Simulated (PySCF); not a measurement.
**What settings do to a single point of Pb3**

The sound run of Pb3 (singlet) uses PySCF 2.14.0, RKS r2SCAN, Pb def2-SVP with ECP60; non-relativistic Hamiltonian with scalar-relativistic core potentials where named; density fitting; no spin-orbit coupling, grid (50, 194), threshold 1e-8 Eh and 55 cycles, at the relaxed geometry:

```xyz
3

Pb    0.0000    0.0000    2.7634
Pb    0.0000    0.0000    0.0000
Pb    0.0000    0.0000   -2.7634
```

There Pb1 has a Mulliken charge of 0.11 e and the dipole about the centre of mass is 0.00 D. Each run below changes one thing and starts from free metal ions and neutral atoms unless it says otherwise; with 55 cycles, smearing, a level shift and second-order steps follow where DIIS fails, and their cycles count. Energy shifts count from the sound run.

```
                                                       change        outcome  cycles  energy shift (eV)  largest force component (eV/Å)  charge on Pb1 (e)  dipole about the centre of mass (D)
start from a density of up to 30 smeared cycles (not counted)      converged       9             0.0000                            0.00               0.11                                 0.00
                      Pb2 put 1.1 Å from Pb1, limit 80 cycles  not converged      80                  –                               –                  –                                    –
                                       all coordinates × 0.94      converged       7               0.31                            2.03               0.12                                 0.00
                                               grid (99, 590)      converged       8             0.0691                            0.02               0.11                                 0.00
```

Task: How does the run with this change end: spin (2S) set to 12, limit 60 cycles?

Result: outcome converged, cycles 7, energy shift (eV) 31.54, largest force component (eV/Å) 8.01, charge on Pb1 (e) -0.03, dipole about the centre of mass (D) 0.00.

Unsound on purpose, so not properties of the compound: spin (2S) set to 12, limit 60 cycles.

Forces carry noise of the integration grid, about 0.01 to 0.03 eV/Å.

No frequency check is given that shows the relaxed geometry to be a minimum.
